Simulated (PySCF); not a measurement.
Geometry:
| atom | x (Å) | y (Å) | z (Å) |
| --- | --- | --- | --- |
| C1 | -1.278 | -1.440 | -0.295 |
| Si2 | -0.037 | -0.092 | 0.117 |
| C3 | 1.428 | -0.752 | 1.090 |
| C4 | 0.498 | 0.860 | -1.406 |
| P5 | -1.104 | 1.474 | 1.429 |
| F6 | -2.051 | 2.025 | 0.215 |
| F7 | 0.101 | 2.573 | 1.310 |
| H8 | -2.159 | -1.017 | -0.801 |
| H9 | -1.621 | -1.971 | 0.607 |
| H10 | -0.824 | -2.184 | -0.970 |
| H11 | 2.005 | -1.467 | 0.480 |
| H12 | 2.103 | 0.068 | 1.379 |
| H13 | 1.109 | -1.274 | 2.006 |
| H14 | 1.019 | 0.211 | -2.128 |
| H15 | 1.174 | 1.680 | -1.121 |
| H16 | -0.380 | 1.302 | -1.901 |

Calculated, not measured (PySCF 2.14): GIAO CAM-B3LYP/pcSseg-1 shieldings, geometry: PBE0-D3(BJ)/def2-SVP. In vacuum, a single conformation, one averaged value for each set of equivalent atoms, non-relativistic.

Shifts are taken against calculated references (same method and geometry level): TMS for 13C (σ = 182.45 ppm), 1H (σ = 31.33 ppm), 29Si (σ = 343.41 ppm); H3PO4 for 31P (σ = 299.17 ppm); 19F (σ = 189.10 ppm) against CFCl3.

```tsv
atoms	nucleus	count	δ (ppm)
H8/H9/H10/H11/H12/H13/H14/H15/H16	1H	9	0.24
P5	31P	1	384.9
Si2	29Si	1	?
C1/C3/C4	13C	3	-5.9
F6/F7	19F	2	?
```

Question: Estimate the values marked ?.

Answer: 
- Si2: 6.6 ppm, silicon bonded to 3 C, P
- F6/F7: -149.8 ppm, fluorine bonded to P

Shifts are as computed, not scaled to solution data. Of 1309 compounds with measured shifts, 239 miss one by over three times the rms of a fit or turn the order of signals round; such compounds aren't used in these exercises. Unscaled 19F shifts against computed CFCl3 carry errors that often reach 10 to 50 ppm. Experimental scales use liquid or dissolved standards, which lie at an offset from isolated H3PO4.
